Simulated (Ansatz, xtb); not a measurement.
## C2H5B2−: where a starting geometry ends

The starting geometry of this gas-phase singlet was built from a drawn formula by distance geometry; its bonds are those of `B1=C[BH2-]C1`.

| atom | x (Å) | y (Å) | z (Å) |
| --- | --- | --- | --- |
| C | -0.5505 | 0.5432 | -0.2679 |
| C | 0.3789 | -0.4637 | 1.0813 |
| B | -1.1467 | -0.1160 | 0.8402 |
| B | 0.8747 | 0.3171 | -0.1280 |
| H | -1.2016 | 1.1069 | -0.9839 |
| H | 1.4238 | -0.4186 | -0.9457 |
| H | 1.6554 | 1.2548 | 0.1790 |
| H | 0.6305 | -0.0950 | 2.1314 |
| H | 0.4892 | -1.6551 | 1.0731 |

Question: Predict what becomes of its bonds when it is optimised with r2SCAN-D4/def2-SVPD.

Answer: A new bond forms, giving a structure given below by its coordinates. Distances that change by over a tenth: C1–B4 (1.45 → 1.72 Å), C2–B4 (1.52 → 1.74 Å). Contacts that close: B3–B4 (2.28 → 1.81 Å).

The energy falls by 4.81 eV over 8 steps:

| step | E − E(last) (eV) |
| --- | --- |
| 1 | 4.813 |
| 2 | 1.619 |
| 3 | 0.291 |
| 4 | 0.008 |
| 5 | 0.001 |
| 6 | 0.000 |
| 7 | 0.000 |
| 8 | 0.000 |

Final geometry (Å):

```yaml
atoms:
  - { symbol: C, position_ang: [-0.8276, 0.7208, -0.4636] }
  - { symbol: C, position_ang: [0.4130, -0.6460, 1.3253] }
  - { symbol: B, position_ang: [-0.8040, -0.0600, 0.6655] }
  - { symbol: B, position_ang: [0.7990, 0.2856, -0.0889] }
  - { symbol: H, position_ang: [-1.2612, 1.3134, -1.2578] }
  - { symbol: H, position_ang: [1.3160, -0.4521, -0.9425] }
  - { symbol: H, position_ang: [1.5020, 1.2561, 0.2333] }
  - { symbol: H, position_ang: [0.7885, -0.2245, 2.2677] }
  - { symbol: H, position_ang: [0.6280, -1.7197, 1.2404] }
```

From the same start GFN2-xTB reaches the same bonding as this run.

The end wasn't checked by frequencies. Run with Ansatz 0.2.0, 31 s on 2 threads of Arm Neoverse N1, on a shared host.
